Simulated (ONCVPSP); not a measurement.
## What one change does to a pseudopotential (platinum, ONCV)

platinum (Pt), optimised norm-conserving Vanderbilt (ONCV), made with ONCVPSP 4.0.1 (PBE, scalar-relativistic). Core [Kr] 4d10 4f14, reference 5s2 5p6 5d9 6s1. Waves: 5s+6s: rc 1.60 bohr, ncon 4, nbas 7, qcut 8.2 1/bohr, 2 projectors; 5p: rc 1.85 bohr, ncon 4, nbas 7, qcut 7 1/bohr, 2 projectors, debl 1.3 Ha; 5d: rc 2.10 bohr, ncon 4, nbas 9, qcut 8.1 1/bohr, 2 projectors, debl 3.2 Ha. Local part: polynomial inside 1.25 bohr (lpopt 5, dvloc0 0 Ha). Core correction: none.

In the p channel the program set the typed energies aside and used -2.059, 0.250 Ha.

Change: s: qcut 10; p: qcut 8.5; d: qcut 9.8.

Cutoffs: the cutoffs (Ha) at which the residual kinetic energy of the hardest occupied pseudo-wave falls to 1 and 0.1 mHa per electron; they do not see the model core or the augmentation charge, which bear on the density cutoff. Errors are all-electron minus pseudo energies relative to the spin-unpolarised reference configuration.

Q: Predict the effect on cutoff, ghosts and configuration errors.

A: The potential gets harder (24 Ha and 28 Ha → 31 Ha and 37 Ha); of the 4 tests that both files solve, the error grows in 2 and shrinks in 0 by more than 15 % and 0.3 meV (median size 8.2 → 9.1 meV); neither file shows a bound ghost.

```tsv
quantity	base	changed
cutoff, loose	24 Ha	31 Ha
cutoff, tight	28 Ha	37 Ha
loose cutoff by channel	s 24 Ha, p 15 Ha, d 19 Ha	s 31 Ha, p 15 Ha, d 21 Ha
bound ghosts	none	none
GHOST(+) flags under 300 eV	s at 233.2 eV	s at 265.6 eV
error for 5s2 5p6 5d9 6s0, meV [ΔE 9.19 eV]	-4.1	-4.0
error for 5s2 5p6 5d8 6s0, meV [ΔE 29.16 eV]	-5.0	-4.7
error for 5s2 5p6 5d7 6s0, meV [ΔE 61.38 eV]	-11	-13
error for 5s2 5p6 5d6 6s0, meV [ΔE 107.03 eV]	-26	-37
s: phases at 1.62 bohr within 0.05 rad from the reference energy up to (Ha; the scan ends near 5)	to the end of the scan	to the end of the scan
p: phases at 1.88 bohr within 0.05 rad from the reference energy up to (Ha; the scan ends near 5)	to the end of the scan	to the end of the scan
d: phases at 2.13 bohr within 0.05 rad from the reference energy up to (Ha; the scan ends near 5)	to the end of the scan	to the end of the scan
```
